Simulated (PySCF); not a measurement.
What happened in this job?

A core-ionisation job on C3H8GeSi, SMILES `C#[C][GeH2][CH2][SiH3]`. Method: PySCF, delta-SCF UKS SCAN, pcX-2 on the ionised atom, pcseg-1 elsewhere, non-relativistic.

Driver input (Å, PBE0-D3(BJ)/def2-SVP geometry):

```
{"job": {"kind": "xps", "x2c": false}, "charge": 0, "multiplicity": 1}
C      2.8607    -0.0858     0.8852
C      1.9169     0.4804     0.3673
Ge     0.4171     1.3243    -0.4495
C     -0.8739    -0.0519    -0.9562
Si    -1.5193    -1.0967     0.4704
H      3.6979    -0.5778     1.3489
H     -0.1939     2.3022     0.5690
H      0.9116     2.0972    -1.6847
H     -1.7188     0.4442    -1.4618
H     -0.3882    -0.7078    -1.6975
H     -2.2076    -0.2256     1.4731
H     -2.5014    -2.1114    -0.0238
H     -0.3962    -1.8096     1.1486
```

Output:

```
ground state, core basis on atom 0 (C), 158 functions
  cycle   1  E = -2485.11187696  |g| = 5.78e-01
  cycle   2  E = -2485.03586216  |g| = 7.47e-01
  cycle   3  E = -2485.19278850  |g| = 1.36e-01
  cycle   4  E = -2485.19566173  |g| = 9.68e-02
  cycle   5  E = -2485.19807982  |g| = 2.02e-02
  cycle   6  E = -2485.19819419  |g| = 5.30e-03
  cycle   7  E = -2485.19820142  |g| = 1.34e-03
  cycle   8  E = -2485.19820278  |g| = 3.32e-04
  E(ground) = -2485.36457756 Eh
hole in C 1s of atom 0
  cycle   1  E = -2473.95265469  |g| = 1.50e+00
  cycle   2  E = -2469.82819268  |g| = 2.60e+00
  cycle   3  E = -2474.03479143  |g| = 8.45e-01
  cycle   4  E = -2474.20247434  |g| = 8.28e-01
  cycle   5  E = -2474.50175087  |g| = 2.52e-01
  cycle   6  E = -2474.52894201  |g| = 9.46e-02
  cycle   7  E = -2474.53424436  |g| = 2.46e-02
  cycle   8  E = -2474.53487528  |g| = 1.08e-02
  cycle   9  E = -2474.53511969  |g| = 7.43e-03
  cycle  10  E = -2474.53527465  |g| = 3.79e-03
  cycle  11  E = -2474.53531708  |g| = 1.61e-03
  cycle  12  E = -2474.53532245  |g| = 7.20e-04
  cycle  13  E = -2474.53532307  |g| = 1.89e-04
  E(ion) = -2474.70060252 Eh   <S^2> = 0.8521   hole on atom = 1.000   binding energy = 290.182 eV
ground state, core basis on atom 1 (C), 158 functions
  cycle   1  E = -2485.19939189  |g| = 5.00e-02
  cycle   2  E = -2485.19745114  |g| = 9.15e-02
  cycle   3  E = -2485.19944722  |g| = 2.83e-02
  cycle   4  E = -2485.19966284  |g| = 4.23e-03
  cycle   5  E = -2485.19966894  |g| = 5.45e-04
  cycle   6  E = -2485.19966565  |g| = 1.51e-04
  E(ground) = -2485.36570629 Eh
hole in C 1s of atom 1
  cycle   1  E = -2473.96019760  |g| = 1.51e+00
  cycle   2  E = -2468.79117240  |g| = 2.73e+00
  cycle   3  E = -2474.02192779  |g| = 7.96e-01
  cycle   4  E = -2474.19599530  |g| = 8.49e-01
  cycle   5  E = -2474.51876177  |g| = 2.02e-01
  cycle   6  E = -2474.53645487  |g| = 6.94e-02
  cycle   7  E = -2474.53938533  |g| = 2.78e-02
  cycle   8  E = -2474.54016771  |g| = 1.31e-02
  cycle   9  E = -2474.54054361  |g| = 8.49e-03
  cycle  10  E = -2474.54079316  |g| = 4.63e-03
  cycle  11  E = -2474.54085046  |g| = 1.74e-03
  cycle  12  E = -2474.54085053  |g| = 7.13e-04
  cycle  13  E = -2474.54085154  |g| = 1.77e-04
  E(ion) = -2474.70556072 Eh   <S^2> = 0.8772   hole on atom = 1.000   binding energy = 290.077 eV
ground state, core basis on atom 3 (C), 158 functions
  cycle   1  E = -2485.19562106  |g| = 4.13e-02
  cycle   2  E = -2485.19522661  |g| = 4.26e-02
  cycle   3  E = -2485.19530215  |g| = 3.90e-02
  cycle   4  E = -2485.19569654  |g| = 8.46e-03
  cycle   5  E = -2485.19571655  |g| = 1.14e-03
  cycle   6  E = -2485.19571431  |g| = 1.67e-04
  E(ground) = -2485.36115245 Eh
hole in C 1s of atom 3
  cycle   1  E = -2473.94946668  |g| = 1.51e+00
  cycle   2  E = -2473.00859231  |g| = 1.94e+00
  cycle   3  E = -2474.44764113  |g| = 4.28e-01
  cycle   4  E = -2474.41601786  |g| = 4.54e-01
  cycle   5  E = -2474.53377703  |g| = 1.18e-01
  cycle   6  E = -2474.54078938  |g| = 2.95e-02
  cycle   7  E = -2474.54128366  |g| = 6.54e-03
  cycle   8  E = -2474.54130699  |g| = 1.82e-03
  cycle   9  E = -2474.54131034  |g| = 8.18e-04
  cycle  10  E = -2474.54131226  |g| = 3.14e-04
  E(ion) = -2474.70599290 Eh   <S^2> = 0.7691   hole on atom = 1.000   binding energy = 289.942 eV
ground state, core basis on atom 4 (Si), 169 functions
  cycle   1  E = -2485.23068950  |g| = 2.36e-02
  cycle   2  E = -2485.23069268  |g| = 1.22e-02
  cycle   3  E = -2485.23070257  |g| = 1.01e-02
  cycle   4  E = -2485.23072492  |g| = 5.28e-03
  cycle   5  E = -2485.23073062  |g| = 1.47e-03
  cycle   6  E = -2485.23073126  |g| = 1.43e-04
  E(ground) = -2485.35579016 Eh
hole in Si 1s of atom 4
  cycle   1  E = -2416.47672152  |g| = 4.32e+00
  cycle   2  E = -2415.67391937  |g| = 2.43e+00
  cycle   3  E = -2409.84924318  |g| = 2.39e+00
  cycle   4  E = -2415.92782264  |g| = 1.37e+00
  cycle   5  E = -2417.51264764  |g| = 1.73e-01
  cycle   6  E = -2417.52136125  |g| = 1.10e-01
  cycle   7  E = -2417.52882273  |g| = 4.53e-02
  cycle   8  E = -2417.52909756  |g| = 4.32e-02
  cycle   9  E = -2417.53007507  |g| = 6.73e-03
  cycle  10  E = -2417.53010268  |g| = 1.97e-03
  cycle  11  E = -2417.53010574  |g| = 8.17e-04
  cycle  12  E = -2417.53010501  |g| = 3.83e-04
  E(ion) = -2417.66238367 Eh   <S^2> = 0.7524   hole on atom = 1.000   binding energy = 1842.031 eV
hole in Si 2p of atom 4
  cycle   1  E = -2480.96742405  |g| = 1.22e+00
  cycle   2  E = -2480.79821031  |g| = 1.09e+00
  cycle   3  E = -2481.24751851  |g| = 2.54e-01
  cycle   4  E = -2481.27337505  |g| = 1.78e-01
  cycle   5  E = -2481.28336523  |g| = 1.18e-01
  cycle   6  E = -2481.29114579  |g| = 1.27e-02
  cycle   7  E = -2481.29123287  |g| = 4.82e-03
  cycle   8  E = -2481.29125040  |g| = 1.32e-03
  cycle   9  E = -2481.29125035  |g| = 3.61e-04
  E(ion) = -2481.42821337 Eh   <S^2> = 0.7522   hole on atom = 1.002   binding energy = 106.875 eV
  2p3/2 = 106.667 eV   2p1/2 = 107.283 eV
```

The program numbers atoms from 0. E(ground) and E(ion) are re-evaluated on a finer grid than the cycles, so they differ from the last cycles; that is no fault. The 2p3/2 and 2p1/2 values come from a spin–orbit splitting computed afterwards; their 2:1 mean is the average over the three 2p orbitals and can differ from the one hole solved.

Task: Do all binding energies of this run deserve the same trust?

Result: No. Every hole passed the driver's convergence checks (|g| < 5e-4, core orbital emptied to over 0.9), but ⟨S²⟩ is 0.877 for C1s on atom 1 and 0.852 for C1s on atom 0, against 0.75 for a pure doublet, so the unrestricted ion state holds higher spin components.

Task: How can it be mended?

Result: Recompute such holes with a restricted open-shell or spin-projected scheme and compare; until then these binding energies are doubtful.

On one thread, Arm Neoverse V2 (aarch64), no GPU, shared host with 96 logical CPUs at a one-minute load of 40, this took 36 s and 0.70 GiB of memory at its peak.
